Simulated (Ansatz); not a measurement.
`P[Se][SiH2][SeH]` + `[CH3][AlH][CH3]` → `[CH3][AlH][SiH2][SeH]` + `C[Se]P`  (redistribution)

Calculated with Ansatz (gas phase, PBE0-D4/def2-TZVP geometries, no zero-point term in ΔE). CCSD(T)/CBS adds triple-zeta CCSD(T) − MP2 to the extrapolated MP2 energy (def2 sets, frozen cores). Functionals use def2-TZVPP. HSE06 is defined as in plane-wave codes. For Se outer-core shells are correlated without core-valence functions, which leaves a few kJ/mol of doubt a bond. Scalar relativity is left out up to krypton. Each species was taken in one conformer, which may not be the lowest.

Q: Is it downhill or uphill in electronic energy at CCSD(T)/CBS, and by how much? (An estimate is asked.)

A: Computed: Uphill: ΔE = +104.4 kJ/mol.

Q: What do these levels give: revPBE-D4, HSE06-D4, BHLYP-D4, CAM-B3LYP-D4, ωB97X-V, B2PLYP, BLYP, CCSD/def2-SVP, CCSD/def2-TZVPP, HF/def2-QZVPP, SCS-MP2/def2-QZVPP, CCSD/CBS(def2)? (Best estimate.)

A: Ansatz gave: revPBE-D4 92.8, HSE06-D4 97.2, BHLYP-D4 105.8, CAM-B3LYP-D4 103.3, ωB97X-V 98.9, B2PLYP 102.1, BLYP 92.9, CCSD/def2-SVP 96.4, CCSD/def2-TZVPP 97.6, HF/def2-QZVPP 99.1, SCS-MP2/def2-QZVPP 107.8, CCSD/CBS(def2) 104.1 kJ/mol.

Largest T1 diagnostic among the species: 0.010.

Leaving LDA and LC-ωPBE aside and taking each functional with its dispersion term where it has one, the values, not all of them listed here, spread over 16.3 kJ/mol, from revPBE-D4 to ωB97M-V. LDA lies +6.9 kJ/mol from PBE without D4. At CCSD(T), def2-SVP lies −8.3 kJ/mol from the extrapolated value and def2-TZVPP −6.4 kJ/mol. From BLYP to BHLYP (50 % exact exchange), in def2-TZVPP and without D4, ΔE moves by +8.2 kJ/mol.
